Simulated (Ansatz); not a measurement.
Scan of Li2O, singlet: symmetric bend, bond length relaxed. Scanned: Li-O-Li angle. Other coordinates (O-Li bond length) were minimised at B3LYP/def2-TZVP.

The free coordinates were minimised at B3LYP/def2-TZVP in PySCF; the energy column is CCSD(T) on RHF/aug-cc-pVQZ, frozen core (Ansatz, a program for electronic structure), in kcal/mol.

```tsv
a / °	O-Li bond length / Å	E
180	1.608	0.0
167	1.608	0.1
157	1.609	0.4
147	1.611	0.9
137	1.613	1.7
127	1.617	2.9
117	1.623	4.7
107	1.631	7.4
97	1.643	11.7
87	1.661	18.2
80	1.680	24.7
```
